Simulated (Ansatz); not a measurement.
Harmonic vibrations of C2H6Cl3NSi, SMILES `CN(C)[Si](Cl)(Cl)Cl` by finite differences.

```yaml
crystal:
  periodic: [false, false, false]
  atoms:
    - {symbol: C, position_ang: [-0.242250, -0.052207, 1.481581]}
    - {symbol: N, position_ang: [0.171922, 0.050735, 0.097202]}
    - {symbol: C, position_ang: [1.060332, -1.018569, -0.310423]}
    - {symbol: Si, position_ang: [-0.685532, 0.973020, -1.025670]}
    - {symbol: Cl, position_ang: [0.499956, 1.392261, -2.625691]}
    - {symbol: Cl, position_ang: [-1.303048, 2.710858, -0.165805]}
    - {symbol: Cl, position_ang: [-2.359864, 0.050550, -1.759463]}
    - {symbol: H, position_ang: [-0.790251, -0.983923, 1.671635]}
    - {symbol: H, position_ang: [0.637134, -0.035827, 2.134433]}
    - {symbol: H, position_ang: [-0.881890, 0.784921, 1.759876]}
    - {symbol: H, position_ang: [0.580948, -2.001209, -0.214944]}
    - {symbol: H, position_ang: [1.957764, -1.015571, 0.317584]}
    - {symbol: H, position_ang: [1.375381, -0.889739, -1.345615]}
basis:
  gaussian: {orbitals: def2-TZVP}
hamiltonian: {xc: pbe0, dispersion: d4}
phonons: {temperatures: {t_min: 298.15, t_max: 900, t_step: 200}}
```

```sh
$ ansatz run in.yaml --threads 4 --pin off --events-out ev --progress --plain --max-ram 11315MiB
```

Shortened log:

```
Functional definition: PBE0
mean field -49095.36373534 eV, -1804.2213392411 hartree, gradient 3.5e-5 eV, S^2 0.000000; 0 other end points of the search recorded, 0 dependent functions left out
mean field -49095.36355281 eV, -1804.2213325333 hartree, gradient 1.9e-6 eV, S^2 0.000000; 0 other end points of the search recorded, 0 dependent functions left out
mean field -49095.36357241 eV, -1804.2213332533 hartree, gradient 1.9e-6 eV, S^2 0.000000; 0 other end points of the search recorded, 0 dependent functions left out
mean field -49095.36356267 eV, -1804.2213328953 hartree, gradient 1.9e-6 eV, S^2 0.000000; 0 other end points of the search recorded, 0 dependent functions left out
mean field -49095.36355304 eV, -1804.2213325417 hartree, gradient 1.9e-6 eV, S^2 0.000000; 0 other end points of the search recorded, 0 dependent functions left out
mean field -49095.36359108 eV, -1804.2213339394 hartree, gradient 1.9e-6 eV, S^2 0.000000; 0 other end points of the search recorded, 0 dependent functions left out
mean field -49095.36358252 eV, -1804.2213336249 hartree, gradient 1.9e-6 eV, S^2 0.000000; 0 other end points of the search recorded, 0 dependent functions left out
mean field -49095.36365462 eV, -1804.2213362747 hartree, gradient 1.9e-6 eV, S^2 0.000000; 0 other end points of the search recorded, 0 dependent functions left out
mean field -49095.36362424 eV, -1804.2213351580 hartree, gradient 1.9e-6 eV, S^2 0.000000; 0 other end points of the search recorded, 0 dependent functions left out
mean field -49095.36360888 eV, -1804.2213345936 hartree, gradient 1.9e-6 eV, S^2 0.000000; 0 other end points of the search recorded, 0 dependent functions left out
mean field -49095.36362970 eV, -1804.2213353586 hartree, gradient 1.9e-6 eV, S^2 0.000000; 0 other end points of the search recorded, 0 dependent functions left out
mean field -49095.36358819 eV, -1804.2213338333 hartree, gradient 1.9e-6 eV, S^2 0.000000; 0 other end points of the search recorded, 0 dependent functions left out
mean field -49095.36355599 eV, -1804.2213326499 hartree, gradient 1.9e-6 eV, S^2 0.000000; 0 other end points of the search recorded, 0 dependent functions left out
mean field -49095.36357574 eV, -1804.2213333757 hartree, gradient 1.9e-6 eV, S^2 0.000000; 0 other end points of the search recorded, 0 dependent functions left out
mean field -49095.36357421 eV, -1804.2213333195 hartree, gradient 1.9e-6 eV, S^2 0.000000; 0 other end points of the search recorded, 0 dependent functions left out
mean field -49095.36357773 eV, -1804.2213334490 hartree, gradient 1.9e-6 eV, S^2 0.000000; 0 other end points of the search recorded, 0 dependent functions left out
mean field -49095.36358317 eV, -1804.2213336487 hartree, gradient 1.9e-6 eV, S^2 0.000000; 0 other end points of the search recorded, 0 dependent functions left out
mean field -49095.36354138 eV, -1804.2213321129 hartree, gradient 1.9e-6 eV, S^2 0.000000; 0 other end points of the search recorded, 0 dependent functions left out
mean field -49095.36356239 eV, -1804.2213328853 hartree, gradient 1.9e-6 eV, S^2 0.000000; 0 other end points of the search recorded, 0 dependent functions left out
mean field -49095.36366992 eV, -1804.2213368368 hartree, gradient 1.9e-6 eV, S^2 0.000000; 0 other end points of the search recorded, 0 dependent functions left out
mean field -49095.36361571 eV, -1804.2213348448 hartree, gradient 1.9e-6 eV, S^2 0.000000; 0 other end points of the search recorded, 0 dependent functions left out
mean field -49095.36359740 eV, -1804.2213341717 hartree, gradient 1.9e-6 eV, S^2 0.000000; 0 other end points of the search recorded, 0 dependent functions left out
mean field -49095.36368334 eV, -1804.2213373301 hartree, gradient 1.9e-6 eV, S^2 0.000000; 0 other end points of the search recorded, 0 dependent functions left out
mean field -49095.36367272 eV, -1804.2213369399 hartree, gradient 1.9e-6 eV, S^2 0.000000; 0 other end points of the search recorded, 0 dependent functions left out
mean field -49095.36358750 eV, -1804.2213338081 hartree, gradient 1.9e-6 eV, S^2 0.000000; 0 other end points of the search recorded, 0 dependent functions left out
mean field -49095.36374061 eV, -1804.2213394348 hartree, gradient 1.9e-6 eV, S^2 0.000000; 0 other end points of the search recorded, 0 dependent functions left out
mean field -49095.36368181 eV, -1804.2213372738 hartree, gradient 1.9e-6 eV, S^2 0.000000; 0 other end points of the search recorded, 0 dependent functions left out
mean field -49095.36375577 eV, -1804.2213399919 hartree, gradient 1.9e-6 eV, S^2 0.000000; 0 other end points of the search recorded, 0 dependent functions left out
mean field -49095.36369847 eV, -1804.2213378859 hartree, gradient 1.9e-6 eV, S^2 0.000000; 0 other end points of the search recorded, 0 dependent functions left out
mean field -49095.36363114 eV, -1804.2213354117 hartree, gradient 1.9e-6 eV, S^2 0.000000; 0 other end points of the search recorded, 0 dependent functions left out
mean field -49095.36376088 eV, -1804.2213401794 hartree, gradient 1.9e-6 eV, S^2 0.000000; 0 other end points of the search recorded, 0 dependent functions left out
mean field -49095.36369746 eV, -1804.2213378487 hartree, gradient 1.9e-6 eV, S^2 0.000000; 0 other end points of the search recorded, 0 dependent functions left out
mean field -49095.36375202 eV, -1804.2213398540 hartree, gradient 1.9e-6 eV, S^2 0.000000; 0 other end points of the search recorded, 0 dependent functions left out
mean field -49095.36376041 eV, -1804.2213401624 hartree, gradient 1.9e-6 eV, S^2 0.000000; 0 other end points of the search recorded, 0 dependent functions left out
[...]
mean field -49095.36366659 eV, -1804.2213367145 hartree, gradient 1.9e-6 eV, S^2 0.000000; 0 other end points of the search recorded, 0 dependent functions left out
mean field -49095.36372966 eV, -1804.2213390321 hartree, gradient 1.9e-6 eV, S^2 0.000000; 0 other end points of the search recorded, 0 dependent functions left out
mean field -49095.36370154 eV, -1804.2213379988 hartree, gradient 1.9e-6 eV, S^2 0.000000; 0 other end points of the search recorded, 0 dependent functions left out
mean field -49095.36367084 eV, -1804.2213368708 hartree, gradient 1.9e-6 eV, S^2 0.000000; 0 other end points of the search recorded, 0 dependent functions left out
mean field -49095.36365591 eV, -1804.2213363221 hartree, gradient 1.9e-6 eV, S^2 0.000000; 0 other end points of the search recorded, 0 dependent functions left out
mean field -49095.36371830 eV, -1804.2213386147 hartree, gradient 1.9e-6 eV, S^2 0.000000; 0 other end points of the search recorded, 0 dependent functions left out
mean field -49095.36372426 eV, -1804.2213388336 hartree, gradient 1.9e-6 eV, S^2 0.000000; 0 other end points of the search recorded, 0 dependent functions left out
mean field -49095.36370192 eV, -1804.2213380130 hartree, gradient 1.9e-6 eV, S^2 0.000000; 0 other end points of the search recorded, 0 dependent functions left out
mean field -49095.36367621 eV, -1804.2213370680 hartree, gradient 1.9e-6 eV, S^2 0.000000; 0 other end points of the search recorded, 0 dependent functions left out
mean field -49095.36368829 eV, -1804.2213375118 hartree, gradient 1.9e-6 eV, S^2 0.000000; 0 other end points of the search recorded, 0 dependent functions left out
mean field -49095.36369161 eV, -1804.2213376338 hartree, gradient 1.9e-6 eV, S^2 0.000000; 0 other end points of the search recorded, 0 dependent functions left out
mean field -49095.36366872 eV, -1804.2213367929 hartree, gradient 1.9e-6 eV, S^2 0.000000; 0 other end points of the search recorded, 0 dependent functions left out
mean field -49095.36366422 eV, -1804.2213366272 hartree, gradient 1.9e-6 eV, S^2 0.000000; 0 other end points of the search recorded, 0 dependent functions left out
mean field -49095.36372535 eV, -1804.2213388737 hartree, gradient 1.9e-6 eV, S^2 0.000000; 0 other end points of the search recorded, 0 dependent functions left out
mean field -49095.36369899 eV, -1804.2213379050 hartree, gradient 1.9e-6 eV, S^2 0.000000; 0 other end points of the search recorded, 0 dependent functions left out
mean field -49095.36370988 eV, -1804.2213383053 hartree, gradient 1.9e-6 eV, S^2 0.000000; 0 other end points of the search recorded, 0 dependent functions left out
mean field -49095.36369311 eV, -1804.2213376892 hartree, gradient 1.9e-6 eV, S^2 0.000000; 0 other end points of the search recorded, 0 dependent functions left out
mean field -49095.36363988 eV, -1804.2213357330 hartree, gradient 1.9e-6 eV, S^2 0.000000; 0 other end points of the search recorded, 0 dependent functions left out
mean field -49095.36366666 eV, -1804.2213367171 hartree, gradient 1.9e-6 eV, S^2 0.000000; 0 other end points of the search recorded, 0 dependent functions left out
mean field -49095.36372278 eV, -1804.2213387794 hartree, gradient 1.9e-6 eV, S^2 0.000000; 0 other end points of the search recorded, 0 dependent functions left out
mean field -49095.36371803 eV, -1804.2213386050 hartree, gradient 1.9e-6 eV, S^2 0.000000; 0 other end points of the search recorded, 0 dependent functions left out
mean field -49095.36367559 eV, -1804.2213370451 hartree, gradient 1.9e-6 eV, S^2 0.000000; 0 other end points of the search recorded, 0 dependent functions left out
mean field -49095.36365091 eV, -1804.2213361383 hartree, gradient 1.9e-6 eV, S^2 0.000000; 0 other end points of the search recorded, 0 dependent functions left out
mean field -49095.36371229 eV, -1804.2213383939 hartree, gradient 1.9e-6 eV, S^2 0.000000; 0 other end points of the search recorded, 0 dependent functions left out
mean field -49095.36372495 eV, -1804.2213388593 hartree, gradient 1.9e-6 eV, S^2 0.000000; 0 other end points of the search recorded, 0 dependent functions left out
mean field -49095.36369829 eV, -1804.2213378795 hartree, gradient 1.9e-6 eV, S^2 0.000000; 0 other end points of the search recorded, 0 dependent functions left out
mean field -49095.36368541 eV, -1804.2213374060 hartree, gradient 1.9e-6 eV, S^2 0.000000; 0 other end points of the search recorded, 0 dependent functions left out
mean field -49095.36372355 eV, -1804.2213388076 hartree, gradient 1.9e-6 eV, S^2 0.000000; 0 other end points of the search recorded, 0 dependent functions left out
mean field -49095.36370185 eV, -1804.2213380103 hartree, gradient 1.9e-6 eV, S^2 0.000000; 0 other end points of the search recorded, 0 dependent functions left out
mean field -49095.36371058 eV, -1804.2213383312 hartree, gradient 1.9e-6 eV, S^2 0.000000; 0 other end points of the search recorded, 0 dependent functions left out
mean field -49095.36372435 eV, -1804.2213388371 hartree, gradient 1.9e-6 eV, S^2 0.000000; 0 other end points of the search recorded, 0 dependent functions left out
mean field -49095.36363441 eV, -1804.2213355319 hartree, gradient 1.9e-6 eV, S^2 0.000000; 0 other end points of the search recorded, 0 dependent functions left out
mean field -49095.36364249 eV, -1804.2213358288 hartree, gradient 1.9e-6 eV, S^2 0.000000; 0 other end points of the search recorded, 0 dependent functions left out
Total energy: -49095.77159840 eV, -1804.2363279320 hartree
Atom 0 at    -0.242250    -0.052207     1.481581 Å, force    -0.002250    -0.000154     0.001459 eV/Å
Atom 1 at     0.171922     0.050735     0.097202 Å, force    -0.001176     0.002565    -0.002404 eV/Å
Atom 2 at     1.060332    -1.018569    -0.310423 Å, force     0.000232    -0.001995    -0.001840 eV/Å
Atom 3 at    -0.685532     0.973020    -1.025670 Å, force     0.000371    -0.002218     0.001536 eV/Å
Atom 4 at     0.499956     1.392261    -2.625691 Å, force    -0.000020    -0.000313     0.000324 eV/Å
Atom 5 at    -1.303048     2.710858    -0.165805 Å, force     0.000255    -0.000312     0.000112 eV/Å
Atom 6 at    -2.359864     0.050550    -1.759463 Å, force     0.000722     0.000858     0.000187 eV/Å
Atom 7 at    -0.790251    -0.983923     1.671635 Å, force    -0.000007     0.000212     0.000183 eV/Å
Atom 8 at     0.637134    -0.035827     2.134433 Å, force     0.001265     0.000058    -0.000131 eV/Å
Atom 9 at    -0.881890     0.784921     1.759876 Å, force    -0.000481     0.000472     0.000292 eV/Å
Atom 10 at     0.580948    -2.001209    -0.214944 Å, force     0.000321     0.000055    -0.000128 eV/Å
Atom 11 at     1.957764    -1.015571     0.317584 Å, force     0.000499     0.000729     0.001030 eV/Å
Atom 12 at     1.375381    -0.889739    -1.345615 Å, force     0.000269     0.000043    -0.000621 eV/Å
Dipole moment:     0.242824    -0.314683     0.347320 e Å
Vibrations: 24.97 85.83 145.88 163.95 190.05 196.59 211.12 218.81 313.08 329.74 357.30 458.60 588.74 623.10 733.00 1033.76 1095.69 1119.36 1169.69 1218.59 1336.57 1443.79 1471.90 1475.38 1485.98 1497.65 1521.77 3009.67 3013.17 3064.15 3071.32 3146.49 3146.96 cm⁻¹, zero-point energy 2.415375 eV
```

Hardware: 4 threads of an Arm Neoverse V2 on a shared host. Wall time 6.9 min, peak host memory 1.2 GiB.
